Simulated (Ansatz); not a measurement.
System: sum formula Si₂H₂F₃, charge 0, multiplicity 2. It need not be the lowest isomer of its formula. 
Structure (B3LYP-D3(BJ)/def2-TZVP (Ansatz, a first-principles code) minimum search):
```
Si
F 1 1.5957
F 1 1.5981 2 107.83
H 1 1.4768 2 107.04 3 -115.88
Si 1 2.3549 4 118.88 2 123.22
F 5 1.6148 1 109.40 4 -54.67
H 5 1.4886 6 107.10 1 -122.98
```
Charge 0, spin multiplicity 2.

Total electronic energies in hartree. Valence correlation only, unless marked. Open shells are spin-unrestricted. Spin-orbit coupling is left out. No relativistic terms. CBS marks a two-point X^-3 extrapolation of the correlation energy; Hartree-Fock from the larger set.

| level | program | energy (Eh) |
|---|---|---|
| HF/6-31G | Ansatz | -877.25700 |
| HF/cc-pVTZ | Ansatz | -877.64504 |
| HF/cc-pV(Q+d)Z | Ansatz | -877.69188 |
| BLYP-D3(BJ)/def2-TZVPD | Ansatz + dftd3 | (withheld) |
| PBE0-D3(BJ)/def2-TZVP | Ansatz + dftd3 | -879.48706 |
| HSE06/def2-TZVPD | Ansatz | (withheld) |
| wB97M-V/def2-TZVPD | Ansatz | (withheld) |
| CCSD/STO-3G | Ansatz | -866.63011 |
| CCSD(T)/CBS(cc-pV(T+d)Z,cc-pV(Q+d)Z) | Ansatz | -878.8579 |

Complete the blanks.


- BLYP-D3(BJ)/def2-TZVPD, energy (Eh): -880.00514
- HSE06/def2-TZVPD, energy (Eh): -879.46003
- wB97M-V/def2-TZVPD, energy (Eh): -879.90164
